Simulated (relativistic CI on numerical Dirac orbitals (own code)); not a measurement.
# Hyperfine structure of Pd¹⁰⁺, mass number 105

Method of calculation: Dirac-Coulomb-Breit CI, separate exchange-only KLI orbitals for each configuration, model QED (radiative potential, 1s self-energy scaled to tabulated hydrogen-like ionisation energies), unscaled Slater integrals (own radial code, finite nucleus).

Configurations in the expansion (outside the closed core [Ar] 3d10): 4s2 4p6, 4s2 4p5 4d, 4s 4p6 4d, 4s2 4p5 4f, 4s 4p6 4f, 4s2 4p5 5s, 4s2 4p5 5p, 4s2 4p5 5d, 4s 4p6 5s, 4p6 4d2, 4p5 4d3, 4p5 4d2 4f, 4p5 4d2 5s, 4p5 4d2 5p, 4p6 4f2, 4p5 4d 4f2, 4p5 4f3, 4p5 4f2 5s, 4p5 4f2 5p. Double excitations out of closed p, d and f shells are left out; levels of such configurations are missing from the list, as are those of other unlisted configurations, and high levels can miss mixing partners. These lack a partner that the ground configuration has and come out too high: 4s2 4p5 5d.

Nuclear spin I = 5/2, μ = -0.642 μN, Q = 0.66 b (tables of Stone and Pyykkö). The electronic factors are computed for point nuclear moments, without core polarisation or the Bohr-Weisskopf and QED corrections.

| Level | E (cm⁻¹) | A (MHz) | B (MHz) |
| --- | --- | --- | --- |
| 4s2 4p5 4d 3P°_1 | 421392 | -261.7 | 878 |
| 4s2 4p5 4d 3P°_2 | 433533 | -128.6 | 1190 |
| 4s2 4p5 4d 3F°_4 | 434859 | -711.2 | -5970 |
| 4s2 4p5 4d 3F°_3 | 437715 | -1070 | -6460 |
| 4s2 4p5 4d 3F°_2 | 447104 | -1227 | -2770 |
| 4s2 4p5 4d 3D°_3 | 464631 | -607 | 2770 |
| 4s2 4p5 4d 3D°_1 | 480339 | 321.6 | 2010 |
| 4s2 4p5 4d 3D°_2 | 495000 | 779.8 | 3690 |

Levels with J = 0, under 50 % of one LS term, or S terms without an open s electron are left out. Small factors come from cancelling terms and can be off by tens of per cent or more.

At this charge energies of transitions that change n are usually good to better than 1 %, and those within a shell (Δn = 0) to a few per cent.

**Question.** Give the hyperfine levels of 4s2 4p5 4d 3F°_4 relative to its centre of gravity.

**Answer.** With K = F(F + 1) − I(I + 1) − J(J + 1), E = AK/2 + B[¾K(K + 1) − I(I + 1)J(J + 1)]/[2I(2I − 1)J(2J − 1)]: F = 3/2: 5960, F = 5/2: 5940, F = 7/2: 5240, F = 9/2: 3191, F = 11/2: -1072, F = 13/2: -8603 MHz.

LS names give the leading component of a level, which can be under half, so a name can repeat, a term be missing and a line seem to break the LS rules.
